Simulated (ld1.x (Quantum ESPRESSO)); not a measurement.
## Co: excitation energies, all-electron against TM

Co, norm-conserving Troullier–Martins (Kleinman–Bylander form), made with ld1.x (Quantum ESPRESSO) 7.5 (revPBE, scalar-relativistic). Core [Ne] 3s2, reference 3p6 3d7 4s1 4p0 (charge +1). Waves: 4s (bound): rc 3.26 bohr; 3p (bound): rc 1.02 bohr; 3d (bound): rc 2.18 bohr. Local part: all-electron potential smoothed inside 1.02 bohr (lloc = -1). Core correction: none.

Energies are relative to the spin-unpolarised reference configuration 3p6 3d7 4s1 4p0; without spin polarisation the order of configurations can differ from experiment.

```
valence configuration  charge  ΔE all-electron (eV)  error AE − PS (meV)
      3p6 3d7 4s2 4p0       0                -8.933                 -1.0
      3p6 3d7 4s0 4p0      +2                16.620                  -45
      3p6 3d6 4s0 4p0      +3                52.376                 -124
      3p6 3d7 4s0 4p1      +1                 5.333                  -87
      3p6 3d6 4s2 4p0      +1                 6.187                 +357
      3p6 3d6 4s2 4p1       0                 0.715                 +278
      3p6 3d7 4s1 4p1       0                -4.608                  -30
```

Levels in the configuration 3p6 3d6 4s2 4p1:

```csv
level,all-electron (eV),pseudo (eV)
3p,-73.412,-73.153
3d,-15.124,-14.472
4s,-7.730,-7.813
4p,-2.586,-2.541
```

ld1.x printed “convergence not achieved” for 4 of the counted tests; their residual had stalled under 1e-8, short of the target of 1e-14.

Note: ghost state, extra bound levels that the all-electron valence spectrum of the same l lacks: s at -113.1 eV. A true bound ghost makes a file unfit for plane-wave use.
